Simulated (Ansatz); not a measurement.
`OCCC[SiH3]`, relaxed with RKS PBE-D4/def2-SVP in Ansatz 0.2.0 from a rough embedded geometry. The force threshold is 0.03 eV/Å; the program also tests the step.

The species carries charge 0 and has multiplicity 1.

Start:

```xyz
15

O    -0.311    0.793    2.017
C     0.307   -0.382    1.509
C     1.081    0.008    0.286
C     0.264    0.702   -0.904
Si   -1.002   -0.334   -1.725
H    -0.822    0.441    2.852
H    -0.439   -1.148    1.258
H     1.001   -0.800    2.217
H     1.550   -0.847   -0.176
H     1.851    0.740    0.547
H    -0.275    1.602   -0.402
H     0.926    1.106   -1.613
H    -2.049   -0.895   -0.734
H    -1.739    0.479   -2.751
H    -0.341   -1.465   -2.380
```

Q: By how much does the energy fall, and how many steps does the optimiser take? (An estimate is asked.)

A: Ansatz gave: 10.43 kcal/mol, in 11 steps.

Q: Which bonds change most? (Estimate.)

A: Ansatz gave: C4–Si5 from 1.831 to 1.900 Å; O1–H6 from 1.041 to 0.973 Å; C3–C4 from 1.602 to 1.538 Å; C4–H12 from 1.051 to 1.111 Å.

Q: Give the relaxed structure. (Best estimate.)

A: The calculation gave: 
```xyz
15

O    -0.351    0.710    2.012
C     0.334   -0.401    1.455
C     1.131    0.081    0.248
C     0.272    0.757   -0.833
Si   -1.058   -0.331   -1.646
H    -0.943    0.375    2.707
H    -0.379   -1.204    1.135
H     1.033   -0.872    2.191
H     1.682   -0.788   -0.173
H     1.902    0.798    0.607
H    -0.244    1.637   -0.393
H     0.919    1.146   -1.648
H    -2.168   -0.686   -0.692
H    -1.670    0.398   -2.813
H    -0.460   -1.619   -2.155
```
